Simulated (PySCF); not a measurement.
Si(H)2(F)(NMe2) (C2H8FNSi), SMILES CN(C)[SiH2]F. Geometry optimised at PBE-D3(BJ)/def2-SVP. The structure was generated by enumeration, and PubChem lists no compound with its InChIKey, so it may never have been made. The values are those of a single conformer.

Computed equilibrium geometry at PBE-D3(BJ)/def2-SVP (PySCF confirms it by a frequency run) as a Z-matrix, and its point group (one conformer of several):
point group Cs.
```
N
C 1 1.4522
H 2 1.1084 1 110.59
H 2 1.1147 3 107.65 1 121.31
H 2 1.1164 3 107.70 4 115.30
C 1 1.4522 2 114.48 3 177.21
H 6 1.1084 1 110.59 2 -177.21
H 6 1.1147 7 107.65 1 -121.31
H 6 1.1164 7 107.70 8 -115.30
Si 1 1.7268 2 122.12 3 -15.43
F 10 1.6487 1 114.69 2 -83.20
H 10 1.4977 11 105.93 1 -118.77
H 10 1.4977 12 114.89 11 116.55
```
Charge 0, spin multiplicity 1.
